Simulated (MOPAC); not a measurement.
Job for MOPAC: AM1 on CH3BO (a complex), monomers drawn apart or pushed together.

```
AM1 1SCF PRECISE CHARGE=0 THREADS=1
CH3BO

B      0.05092971 1    -0.01422898 1     0.50933895 1
H      0.35862152 1     1.07006016 1     0.11994969 1
H      0.91233479 1    -0.82054991 1     0.33790774 1
H     -1.00059855 1    -0.37162160 1     0.07540596 1
C     -0.31453587 1     0.23648108 1     3.60722456 1
O     -0.18239043 1     0.14618106 1     2.48605463 1
```

It printed:

```
*******************************************************************************
 **                                                                           **
 **                              MOPAC v23.2.5                                **
 **                                                                           **
 *******************************************************************************
 ** MOPAC's Digital Object Identifier: https://doi.org/10.5281/zenodo.6511958 **
 **                                                                           **
 ** Please cite the open-source release paper for use of this MOPAC version:  **
 ** J. E. Moussa and J. J. P. Stewart (2026)                                  **
 ** MOPAC: An open-source semiempirical molecular orbital program             **
 ** J. Open Source Softw., 11(119), 8025, https://doi.org/10.21105/joss.08025 **
 *******************************************************************************

                              AM1 CALCULATION RESULTS

 *******************************************************************************
 *  AM1        - The AM1 Hamiltonian to be used
 *
 *
 *
 *                 CHARGE ON SYSTEM = 0
 *
 *
 *
 *  PRECISE    - TIGHTER CRITERIA TO BE USED
 *  1SCF       - DO 1 SCF AND THEN STOP
 *  THREADS=1  - MULTI-THREADING NOT USED
 *  T=         - A TIME OF 172800.0 SECONDS REQUESTED
 *  DUMP=N     - RESTART FILE WRITTEN EVERY 7200.0 SECONDS REQUESTED
 *******************************************************************************
AM1 1SCF PRECISE CHARGE=0 THREADS=1
 CH3BO

   ATOM   CHEMICAL          X               Y               Z
  NUMBER   SYMBOL      (ANGSTROMS)     (ANGSTROMS)     (ANGSTROMS)

     1       B          0.05092971  *  -0.01422898  *   0.50933895  *
     2       H          0.35862152  *   1.07006016  *   0.11994969  *
     3       H          0.91233479  *  -0.82054991  *   0.33790774  *
     4       H         -1.00059855  *  -0.37162160  *   0.07540596  *
     5       C         -0.31453587  *   0.23648108  *   3.60722456  *
     6       O         -0.18239043  *   0.14618106  *   2.48605463  *



          CARTESIAN COORDINATES

    NO.       ATOM           X           Y           Z

     1         B          0.0509     -0.0142      0.5093
     2         H          0.3586      1.0701      0.1199
     3         H          0.9123     -0.8205      0.3379
     4         H         -1.0006     -0.3716      0.0754
     5         C         -0.3145      0.2365      3.6072
     6         O         -0.1824      0.1462      2.4861

  H: (AM1): M.J.S. DEWAR ET AL, J. AM. CHEM. SOC. 107 3902-3909 (1985)
  B: (AM1): M.J.S. DEWAR ET AL, ORGANOMETALLICS, 7, 513-521 (1988)
  C: (AM1): M.J.S. DEWAR ET AL, J. AM. CHEM. SOC. 107 3902-3909 (1985)
  O: (AM1): M.J.S. DEWAR ET AL, J. AM. CHEM. SOC. 107 3902-3909 (1985)

           Empirical Formula: C H3 O B  =     6 atoms



      MOLECULAR POINT GROUP   :   C3v


      RHF CALCULATION, NO. OF DOUBLY OCCUPIED LEVELS = 8


 -------------------------------------------------------------------------------
 AM1 1SCF PRECISE CHARGE=0 THREADS=1
 CH3BO



     1SCF WAS SPECIFIED, SO BFGS WAS NOT USED
     SCF FIELD WAS ACHIEVED


                              AM1 CALCULATION
                                                       MOPAC v23.2.5 Linux




          FINAL HEAT OF FORMATION =         31.37953 KCAL/MOL =     131.29195 KJ/MOL


          COSMO AREA              =         92.94 SQUARE ANGSTROMS
          COSMO VOLUME            =         72.05 CUBIC ANGSTROMS

          IONIZATION POTENTIAL    =         11.099832 EV
          HOMO LUMO ENERGIES (EV) =        -11.100  0.444
          NO. OF FILLED LEVELS    =          8
          MOLECULAR WEIGHT        =         41.8441         POINT GROUP:  C3v

          MOLECULAR DIMENSIONS (Angstroms)

            Atom       Atom       Distance
            C     5    H     4     3.64886
            H     3    H     2     1.98205
            H     4    H     2     1.62980


          SCF CALCULATIONS        =          1





   ATOM   CHEMICAL          X               Y               Z
  NUMBER   SYMBOL      (ANGSTROMS)     (ANGSTROMS)     (ANGSTROMS)

     1       B          0.05092971  *  -0.01422898  *   0.50933895  *
     2       H          0.35862152  *   1.07006016  *   0.11994969  *
     3       H          0.91233479  *  -0.82054991  *   0.33790774  *
     4       H         -1.00059855  *  -0.37162160  *   0.07540596  *
     5       C         -0.31453587  *   0.23648108  *   3.60722456  *
     6       O         -0.18239043  *   0.14618106  *   2.48605463  *

                             CARTESIAN COORDINATES

   1    B        0.050929710    -0.014228980     0.509338950
   2    H        0.358621520     1.070060160     0.119949690
   3    H        0.912334790    -0.820549910     0.337907740
   4    H       -1.000598550    -0.371621600     0.075405960
   5    C       -0.314535870     0.236481080     3.607224560
   6    O       -0.182390430     0.146181060     2.486054630


           Empirical Formula: C H3 O B  =     6 atoms



      MOLECULAR POINT GROUP   :   C3v


                  EIGENVALUES
 -43.17921 -24.15362 -20.65568 -17.76819 -17.76818 -14.03454 -11.10263 -11.09983
   0.44357   0.44358   0.88239   4.07840   5.36364   6.03441   6.03600


              NET ATOMIC CHARGES AND DIPOLE CONTRIBUTIONS

  ATOM NO.   TYPE          CHARGE      No. of ELECS.   s-Pop       p-Pop
    1          B           0.232381        2.7676     1.23992     1.52770
    2          H          -0.102163        1.1022     1.10216
    3          H          -0.101946        1.1019     1.10195
    4          H          -0.102004        1.1020     1.10200
    5          C           0.260824        3.7392     1.82904     1.91014
    6          O          -0.187092        6.1871     1.84702     4.34007
 DIPOLE           X         Y         Z       TOTAL
 POINT-CHG.    -0.306     0.208     2.592     2.619
 HYBRID         0.079    -0.054    -0.670     0.677
 SUM           -0.227     0.154     1.922     1.942


          ATOMIC ORBITAL ELECTRON POPULATIONS

     Atom    s        px        py        pz
    1  B   1.23992   0.71427   0.71897   0.09447
    2  H   1.10216
    3  H   1.10195
    4  H   1.10200
    5  C   1.82904   0.50682   0.50388   0.89943
    6  O   1.84702   1.49755   1.49871   1.34382

 **********************
 *                    *
 * JOB ENDED NORMALLY *
 *                    *
 **********************




 == MOPAC DONE ==
```

The run finished.

Cost: very roughly 0.03 core-seconds.
